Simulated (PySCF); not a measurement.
Two-photon absorption: SMILES C#Cc1ccc(C=O)n1C, C$_{8}$H$_{7}$NO

Geometry:
| atom | x (Å) | y (Å) | z (Å) |
| --- | --- | --- | --- |
| C1 | 3.163 | 0.361 | 1.322 |
| C2 | 2.020 | 0.481 | 0.971 |
| C3 | 0.685 | 0.640 | 0.570 |
| C4 | -0.160 | 1.725 | 0.807 |
| C5 | -1.377 | 1.425 | 0.215 |
| C6 | -1.262 | 0.165 | -0.375 |
| C7 | -2.265 | -0.559 | -1.100 |
| O8 | -2.146 | -1.656 | -1.608 |
| N9 | 0.009 | -0.292 | -0.142 |
| C10 | 0.536 | -1.552 | -0.584 |
| H11 | 4.161 | 0.260 | 1.630 |
| H12 | 0.103 | 2.612 | 1.348 |
| H13 | -2.255 | 2.041 | 0.202 |
| H14 | -3.222 | -0.004 | -1.166 |
| H15 | 1.571 | -1.639 | -0.256 |
| H16 | 0.485 | -1.623 | -1.672 |
| H17 | -0.052 | -2.374 | -0.172 |

The calculation used PySCF, TDDFT B3LYP/def2-SVPD excited states, vertical, gas phase. Geometry: GFN2-xTB.

(1) Give the one- and two-photon strengths of the lowest singlets.

Results:

(1) δ for parallel linear polarisation; σ at the peak of a Lorentzian of half width 0.1 eV, single beam; Ω is circular over linear.
| state | E (eV) | f | photon λ (nm) | δ (au) | σ (GM) | Ω | main |
| --- | --- | --- | --- | --- | --- | --- | --- |
| S1 | 3.78 | 0.000 | 655 | <0.1 | 0.00 | – | HOMO−1→LUMO 0.96 |
| S2 | 4.41 | 0.509 | 562 | 316 | 2.26 | 0.85 | HOMO→LUMO 0.94 |
| S3 | 4.82 | 0.045 | 515 | 94 | 0.80 | 1.11 | HOMO−2→LUMO 0.90 |
| S4 | 5.36 | 0.000 | 462 | <0.1 | 0.00 | – | HOMO−3→LUMO 0.79, HOMO→LUMO+2 0.15 |
| S5 | 5.45 | 0.000 | 455 | 1.07 | 0.01 | 1.49 | HOMO→LUMO+2 0.80, HOMO−3→LUMO 0.16 |

Among these, the strongest one-photon state is S2, the strongest two-photon state S2, with a dipole change of 2.2 D (relaxed, norm of the difference vector).
